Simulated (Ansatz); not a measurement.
A short molecular-dynamics run on C$_{3}$H$_{5}$F$_{2}$In, SMILES `C=C[CH2][In]([F])[F]`.

```yaml
crystal:
  periodic: [false, false, false]
  atoms:
    - {symbol: C, position_ang: [-0.533635, 1.577396, 0.149276]}
    - {symbol: C, position_ang: [-0.691462, 0.672806, -0.804919]}
    - {symbol: C, position_ang: [-0.171427, -0.723564, -0.824387]}
    - {symbol: In, position_ang: [0.971842, -1.197458, 0.916874]}
    - {symbol: F, position_ang: [0.310320, -1.948964, 2.583220]}
    - {symbol: F, position_ang: [2.894073, -1.004066, 1.133720]}
    - {symbol: H, position_ang: [0.023804, 1.375810, 1.064480]}
    - {symbol: H, position_ang: [-0.955354, 2.571765, 0.069447]}
    - {symbol: H, position_ang: [-1.265009, 0.958339, -1.686840]}
    - {symbol: H, position_ang: [0.471214, -0.892142, -1.692798]}
    - {symbol: H, position_ang: [-0.988966, -1.447023, -0.887574]}
basis:
  gaussian: {orbitals: def2-SVP}
hamiltonian: {xc: {name: revPBE}, dispersion: d3bjatm}
md: {timestep: 0.5 fs, n_steps: 30, ensemble: nvt_langevin, temperature: 700, initial_velocities: maxwell_boltzmann, friction: 0.01, seed: 765}
```

```sh
$ ansatz run in.yaml --threads 4 --pin off --events-out ev --progress --plain --max-ram 11315MiB
```

```
step  time (fs)  potential energy (eV)  kinetic (eV)  T (K)  conserved (eV)
   0        0.0            -13793.1248        0.9048    636               –
   1        0.5            -13793.1079        0.8902    626               –
   2        1.0            -13793.0857        0.8249    580               –
   3        1.5            -13793.0674        0.8423    592               –
   4        2.0            -13793.0563        0.8320    585               –
   5        2.5            -13793.0464        0.8120    571               –
   6        3.0            -13793.0354        0.8142    573               –
   7        3.5            -13793.0231        0.8068    567               –
   8        4.0            -13793.0053        0.7768    546               –
   9        4.5            -13792.9807        0.7457    524               –
  10        5.0            -13792.9467        0.6835    481               –
  11        5.5            -13792.9047        0.6404    450               –
  12        6.0            -13792.8571        0.6272    441               –
  13        6.5            -13792.8061        0.6056    426               –
  14        7.0            -13792.7575        0.5416    381               –
  15        7.5            -13792.7173        0.5603    394               –
  16        8.0            -13792.6916        0.5089    358               –
  17        8.5            -13792.6803        0.4498    316               –
  18        9.0            -13792.6823        0.4560    321               –
  19        9.5            -13792.6936        0.4502    317               –
  20       10.0            -13792.7088        0.4413    310               –
  21       10.5            -13792.7225        0.4694    330               –
  22       11.0            -13792.7315        0.4785    337               –
  23       11.5            -13792.7324        0.4874    343               –
  24       12.0            -13792.7189        0.4892    344               –
  25       12.5            -13792.6935        0.4706    331               –
  26       13.0            -13792.6686        0.4386    308               –
  27       13.5            -13792.6574        0.4302    303               –
  28       14.0            -13792.6659        0.4129    290               –
  29       14.5            -13792.6908        0.4289    302               –
  30       15.0            -13792.7243        0.4817    339               –
```

Velocities are drawn at the set temperature; a run this short doesn't reach equilibrium.

Frames (Å, forces in eV/Å):

```xyz
11
time=0.0 fs
C    -0.534    1.577    0.149    0.067    0.549    0.526
C    -0.691    0.673   -0.805    0.007   -0.636   -0.448
C    -0.171   -0.724   -0.824   -0.054    0.162    0.009
In    0.972   -1.197    0.917   -0.328    0.106   -0.507
F     0.310   -1.949    2.583   -0.371   -0.383    0.853
F     2.894   -1.004    1.134    0.997    0.119    0.087
H     0.024    1.376    1.064    0.307   -0.127    0.487
H    -0.955    2.572    0.069   -0.243    0.593   -0.032
H    -1.265    0.958   -1.687   -0.320    0.151   -0.499
H     0.471   -0.892   -1.693    0.348   -0.124   -0.447
H    -0.989   -1.447   -0.888   -0.408   -0.411   -0.030
11
time=1.0 fs
C    -0.544    1.583    0.158    0.481    0.207    0.622
C    -0.688    0.676   -0.801    0.319   -0.766    0.173
C    -0.178   -0.728   -0.833    0.502    0.866    0.508
In    0.970   -1.201    0.916    0.005    0.241   -0.644
F     0.316   -1.945    2.580   -0.431   -0.460    1.020
F     2.905   -0.993    1.136    0.676    0.089    0.043
H     0.060    1.395    1.059    0.032   -0.041    0.258
H    -0.967    2.573    0.061   -0.274    0.667    0.022
H    -1.256    0.976   -1.657   -0.730    0.261   -1.123
H     0.484   -0.906   -1.673    0.434   -0.144   -0.747
H    -0.978   -1.439   -0.870   -1.014   -0.920   -0.131
11
time=2.0 fs
C    -0.554    1.589    0.167    0.817    0.043    0.634
C    -0.684    0.678   -0.797    0.305   -0.660    0.408
C    -0.184   -0.732   -0.840    0.804    1.105    0.695
In    0.968   -1.204    0.915    0.351    0.369   -0.743
F     0.321   -1.940    2.577   -0.482   -0.529    1.167
F     2.917   -0.981    1.137    0.351    0.053   -0.002
H     0.098    1.412    1.052   -0.306    0.070    0.004
H    -0.985    2.580    0.049   -0.171    0.474    0.117
H    -1.254    0.997   -1.640   -0.840    0.226   -1.283
H     0.498   -0.920   -1.661    0.357   -0.126   -0.808
H    -0.975   -1.445   -0.853   -1.187   -1.026   -0.188
11
time=3.0 fs
C    -0.564    1.594    0.176    1.038    0.192    0.608
C    -0.680    0.680   -0.791    0.042   -0.495    0.207
C    -0.189   -0.734   -0.846    0.750    0.915    0.795
In    0.966   -1.207    0.914    0.675    0.485   -0.812
F     0.326   -1.936    2.576   -0.524   -0.588    1.295
F     2.929   -0.970    1.139    0.046    0.014   -0.044
H     0.134    1.428    1.045   -0.634    0.161   -0.189
H    -1.005    2.592    0.036    0.041    0.055    0.245
H    -1.253    1.018   -1.635   -0.715    0.075   -1.079
H     0.515   -0.935   -1.649    0.215   -0.078   -0.794
H    -0.980   -1.462   -0.838   -0.935   -0.736   -0.232
11
time=4.0 fs
C    -0.575    1.601    0.185    1.194    0.372    0.531
C    -0.674    0.683   -0.785   -0.466   -0.235   -0.353
C    -0.195   -0.735   -0.851    0.613    0.479    0.801
In    0.964   -1.210    0.913    0.970    0.598   -0.885
F     0.330   -1.933    2.574   -0.563   -0.642    1.415
F     2.941   -0.959    1.140   -0.229   -0.025   -0.082
H     0.157    1.448    1.039   -0.853    0.197   -0.273
H    -1.023    2.606    0.025    0.212   -0.308    0.347
H    -1.261    1.037   -1.638   -0.356   -0.186   -0.559
H     0.528   -0.955   -1.642    0.004    0.019   -0.671
H    -0.989   -1.483   -0.825   -0.526   -0.268   -0.270
11
time=5.0 fs
C    -0.585    1.607    0.193    1.298    0.562    0.447
C    -0.668    0.687   -0.779   -1.006    0.004   -1.013
C    -0.199   -0.734   -0.857    0.368   -0.189    0.740
In    0.963   -1.214    0.912    1.236    0.702   -0.962
F     0.333   -1.930    2.572   -0.599   -0.691    1.527
F     2.953   -0.948    1.139   -0.479   -0.063   -0.114
H     0.170    1.472    1.032   -0.942    0.161   -0.241
H    -1.034    2.620    0.022    0.299   -0.564    0.383
H    -1.268    1.054   -1.647    0.040   -0.453    0.012
H     0.541   -0.974   -1.641   -0.276    0.150   -0.461
H    -1.004   -1.509   -0.816    0.062    0.381   -0.318
11
time=6.0 fs
C    -0.596    1.612    0.200    1.335    0.567    0.216
C    -0.663    0.689   -0.774   -1.412    0.253   -1.406
C    -0.203   -0.734   -0.861    0.233   -0.811    0.595
In    0.961   -1.217    0.911    1.481    0.785   -1.009
F     0.337   -1.927    2.571   -0.624   -0.726    1.610
F     2.965   -0.938    1.138   -0.715   -0.102   -0.143
H     0.173    1.496    1.023   -0.890    0.086   -0.081
H    -1.041    2.629    0.025    0.297   -0.668    0.364
H    -1.275    1.067   -1.655    0.320   -0.644    0.407
H     0.555   -0.991   -1.643   -0.605    0.296   -0.188
H    -1.019   -1.536   -0.810    0.579    0.964   -0.365
11
time=7.0 fs
C    -0.607    1.617    0.210    1.402    0.237   -0.115
C    -0.659    0.692   -0.771   -1.651    0.439   -1.489
C    -0.205   -0.734   -0.864    0.102   -1.261    0.498
In    0.960   -1.219    0.910    1.693    0.847   -1.033
F     0.340   -1.925    2.571   -0.636   -0.746    1.662
F     2.977   -0.928    1.136   -0.920   -0.137   -0.167
H     0.166    1.518    1.020   -0.749   -0.008    0.134
H    -1.040    2.630    0.031    0.152   -0.479    0.293
H    -1.277    1.077   -1.658    0.475   -0.744    0.607
H     0.566   -1.002   -1.647   -0.854    0.400    0.022
H    -1.032   -1.564   -0.805    0.987    1.452   -0.412
11
time=8.0 fs
C    -0.616    1.623    0.221    1.373   -0.289   -0.605
C    -0.655    0.697   -0.769   -1.709    0.529   -1.270
C    -0.206   -0.736   -0.866   -0.011   -1.357    0.507
In    0.959   -1.222    0.909    1.872    0.886   -1.049
F     0.344   -1.923    2.573   -0.638   -0.751    1.686
F     2.988   -0.918    1.134   -1.099   -0.169   -0.185
H     0.151    1.542    1.019   -0.478   -0.119    0.449
H    -1.038    2.625    0.038   -0.061   -0.103    0.193
H    -1.274    1.080   -1.656    0.496   -0.735    0.617
H     0.566   -1.005   -1.653   -0.930    0.417    0.100
H    -1.042   -1.578   -0.802    1.185    1.692   -0.441
11
time=9.0 fs
C    -0.623    1.628    0.231    1.263   -0.826   -1.107
C    -0.652    0.703   -0.768   -1.591    0.423   -0.859
C    -0.207   -0.739   -0.869    0.027   -1.066    0.531
In    0.958   -1.225    0.907    2.026    0.910   -1.056
F     0.347   -1.922    2.574   -0.630   -0.743    1.679
F     2.998   -0.910    1.131   -1.258   -0.199   -0.200
H     0.133    1.560    1.019   -0.128   -0.214    0.819
H    -1.037    2.618    0.045   -0.287    0.333    0.088
H    -1.270    1.078   -1.647    0.385   -0.624    0.420
H     0.558   -1.002   -1.663   -0.898    0.393    0.124
H    -1.040   -1.575   -0.802    1.092    1.614   -0.439
11
time=10.0 fs
C    -0.629    1.633    0.240    1.333   -1.412   -1.362
C    -0.652    0.709   -0.768   -1.354    0.268   -0.297
C    -0.207   -0.742   -0.871    0.223   -0.469    0.624
In    0.957   -1.227    0.906    2.157    0.937   -1.078
F     0.350   -1.921    2.575   -0.625   -0.735    1.675
F     3.007   -0.903    1.128   -1.398   -0.225   -0.212
H     0.114    1.576    1.031    0.044   -0.294    0.960
H    -1.037    2.610    0.056   -0.536    0.821   -0.037
H    -1.269    1.074   -1.632    0.193   -0.461    0.092
H     0.541   -0.998   -1.672   -0.710    0.347    0.021
H    -1.025   -1.556   -0.809    0.672    1.222   -0.386
11
time=11.0 fs
C    -0.634    1.637    0.247    1.501   -1.725   -1.361
C    -0.653    0.716   -0.769   -1.030    0.036    0.302
C    -0.208   -0.745   -0.873    0.656    0.491    0.730
In    0.956   -1.230    0.904    2.268    0.960   -1.096
F     0.352   -1.921    2.576   -0.616   -0.725    1.663
F     3.017   -0.896    1.126   -1.531   -0.252   -0.223
H     0.104    1.591    1.048   -0.019   -0.348    0.833
H    -1.043    2.607    0.067   -0.666    1.076   -0.109
H    -1.268    1.071   -1.618   -0.055   -0.280   -0.288
H     0.522   -0.990   -1.678   -0.435    0.273   -0.165
H    -1.005   -1.525   -0.823   -0.074    0.494   -0.286
11
time=12.0 fs
C    -0.636    1.639    0.253    1.496   -1.464   -1.297
C    -0.654    0.723   -0.769   -0.651   -0.249    0.881
C    -0.208   -0.748   -0.872    1.256    1.689    0.884
In    0.956   -1.233    0.902    2.360    0.972   -1.096
F     0.353   -1.922    2.576   -0.603   -0.712    1.643
F     3.026   -0.889    1.123   -1.655   -0.278   -0.235
H     0.096    1.604    1.071   -0.172   -0.380    0.587
H    -1.056    2.612    0.073   -0.555    0.823   -0.060
H    -1.269    1.068   -1.601   -0.325   -0.102   -0.690
H     0.501   -0.978   -1.682   -0.092    0.173   -0.437
H    -0.988   -1.489   -0.842   -1.059   -0.471   -0.180
11
time=13.0 fs
C    -0.637    1.640    0.259    1.332   -0.850   -1.153
C    -0.657    0.729   -0.767   -0.349   -0.519    1.202
C    -0.208   -0.749   -0.872    1.767    2.749    1.100
In    0.956   -1.236    0.900    2.427    0.977   -1.085
F     0.356   -1.923    2.576   -0.588   -0.697    1.615
F     3.035   -0.882    1.121   -1.767   -0.303   -0.247
H     0.086    1.618    1.098   -0.336   -0.413    0.301
H    -1.076    2.621    0.074   -0.300    0.316    0.051
H    -1.270    1.073   -1.589   -0.487   -0.010   -0.924
H     0.486   -0.962   -1.682    0.235    0.067   -0.734
H    -0.980   -1.456   -0.862   -1.936   -1.315   -0.126
11
time=14.0 fs
C    -0.635    1.640    0.263    1.000   -0.193   -1.024
C    -0.662    0.735   -0.764   -0.225   -0.696    1.138
C    -0.206   -0.749   -0.870    1.740    3.090    1.129
In    0.956   -1.239    0.897    2.481    0.978   -1.069
F     0.358   -1.923    2.576   -0.575   -0.683    1.590
F     3.042   -0.877    1.118   -1.855   -0.326   -0.256
H     0.069    1.630    1.124   -0.383   -0.456    0.112
H    -1.102    2.626    0.079   -0.025   -0.159    0.146
H    -1.278    1.080   -1.587   -0.421   -0.045   -0.828
H     0.475   -0.945   -1.689    0.363    0.005   -0.820
H    -0.990   -1.434   -0.881   -2.099   -1.515   -0.118
11
time=15.0 fs
C    -0.632    1.639    0.265    0.679    0.347   -0.815
C    -0.666    0.741   -0.761   -0.282   -0.821    0.744
C    -0.202   -0.747   -0.867    0.926    2.668    1.000
In    0.957   -1.242    0.895    2.526    0.958   -1.008
F     0.360   -1.924    2.577   -0.551   -0.657    1.533
F     3.049   -0.872    1.115   -1.929   -0.346   -0.264
H     0.049    1.637    1.150   -0.416   -0.490   -0.087
H    -1.130    2.626    0.085    0.205   -0.466    0.217
H    -1.291    1.084   -1.595   -0.154   -0.168   -0.448
H     0.465   -0.929   -1.701    0.378   -0.038   -0.781
H    -1.020   -1.423   -0.897   -1.381   -0.988   -0.091
```

It took 30 s on 4 threads of an Intel Xeon Platinum 8488C on a shared host, with 0.19 GiB of host memory at the peak.
